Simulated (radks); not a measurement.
The bromine anion Br-, [Kr], held by a Watson sphere: a shell of charge +1 at radius R that stands for the Madelung well of a crystal (potential energy -1/R inside, -1/r outside, in hartree with lengths in bohr). All-electron calculation, scalar-relativistic Kohn-Sham, LB94 model potential, spin-unpolarised, spherical densities, finite nucleus; Fermi nuclear charge, rms radius of each element as measured or else 0.836 A^(1/3) + 0.57 fm. Program: a radial shooting solver on a logarithmic mesh with Libxc functionals. Response by self-consistent Sternheimer equations with the Hartree and adiabatic LDA kernel, the relativistic mass of each level held fixed and spin-orbit coupling left out. The sphere does not respond.

| R (bohr) | e(3d) (eV) | e(4s) (eV) | e(4p) (eV) | <r> 4p (bohr) | sum of <r^2> (bohr^2) | X-ray form factor at sin(theta)/lambda = 0.1 1/angstrom | alpha (bohr^3) |
|---|---|---|---|---|---|---|---|
| 2.27 | -75.876 | -25.233 | -12.927 | 2.109 | 45.29 | 33.132 | 23.57 |
| 3.14 | -74.720 | -23.650 | -11.506 | 2.186 | 48.08 | 33.010 | 29.74 |
| 3.51 | -74.231 | -23.079 | -10.944 | 2.207 | 48.88 | 32.980 | 32.18 |
| 3.55 | -74.179 | -23.021 | -10.886 | 2.209 | 48.96 | 32.977 | 32.43 |
| 3.96 | -73.666 | -22.458 | -10.323 | 2.224 | 49.61 | 32.955 | 34.80 |
| 4.74 | -72.801 | -21.552 | -9.411 | 2.242 | 50.39 | 32.931 | 38.29 |
